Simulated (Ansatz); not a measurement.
The same path of Cl2Zn + F (4 atoms, charge 0, multiplicity 2) was run twice with different band settings. Lost on the way: Zn1–Cl2. Made: Cl2–F4.

Level of theory: Ansatz, UHF/def2-SVP.

Relaxed end points:

```xyz
4
Properties=species:S:1:pos:R:3
Zn 0.000 0.000 -0.234
Cl 0.000 0.000 1.897
Cl 0.000 0.000 -2.364
F 0.000 0.000 5.240
```

```xyz
4
Properties=species:S:1:pos:R:3
Zn 0.000 0.000 -0.610
Cl -0.001 0.000 3.163
Cl 0.000 0.000 -2.792
F 0.000 0.000 4.779
```

Common settings: movable images 5; spring 5.0 eV/Å²; start path through a guess of the saddle point; force threshold 0.05 eV/Å; iteration limit 60; end points relaxed.

| run | climbing image | optimiser |
| --- | --- | --- |
| 1 | yes | quadratic models (default) |
| 2 | from the first iteration | lbfgs |

Q: What does each run give, and how far can it be trusted?

A: Run 1: converged after 12 iterations, highest image 3.271 eV above the first end. Neighbouring images differ by up to 1.5 eV, so the band resolves the path poorly. The top lies less than 8 meV above the higher end, about what the thresholds resolve: that end is a shoulder or a very shallow well. A vibrational analysis at the climbing image gives no mode beyond 40i cm⁻¹: the surface is too flat there to confirm a saddle point.
Run 2: converged after 29 iterations, highest image 3.269 eV above the first end. Neighbouring images differ by up to 1.4 eV, so the band resolves the path poorly. The top lies less than 8 meV above the higher end, about what the thresholds resolve: that end is a shoulder or a very shallow well. Another band between the same ends (5 images) ends at a top of the same energy, where a vibrational analysis finds no clearly imaginary modes.
